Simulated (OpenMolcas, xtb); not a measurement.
**SiBiH5 (BiH2(SiH3)): the dipole moment, rung by rung**

SiBiH5 has 7 atoms, charge 0, and is taken as a singlet. As SMILES, `[H][Bi]([H])[SiH3]`. The shape comes from GFN2-xTB, which is rough for such elements, and wasn't checked as a minimum.

Quantity: the dipole moment, in D. The values are calculated.

```
                          level            kind     program  value (D)   CPU time
                       GFN2-xTB  semi-empirical         xtb       2.74  under 2 s
                       GFN0-xTB  semi-empirical         xtb       7.48  under 2 s
                       GFN1-xTB  semi-empirical         xtb       4.21  under 2 s
 HF/def2-SV(P) (core potential)    Hartree–Fock  OpenMolcas       1.03      2.8 s
   HF/def2-SVP (core potential)    Hartree–Fock  OpenMolcas       0.99      4.2 s
 PBE/def2-TZVP (core potential)             GGA  OpenMolcas       1.10       43 s
B3LYP/def2-SVP (core potential)   global hybrid  OpenMolcas       1.04       16 s
 PBE0/def2-SVP (core potential)   global hybrid  OpenMolcas       0.99       15 s
```

The values span 0.99 to 7.48 D. Magnitudes only: a small dipole may point the other way at some levels. Times are those of the runs behind each value, whatever else they computed, on shared processors of several kinds: orders of magnitude only.
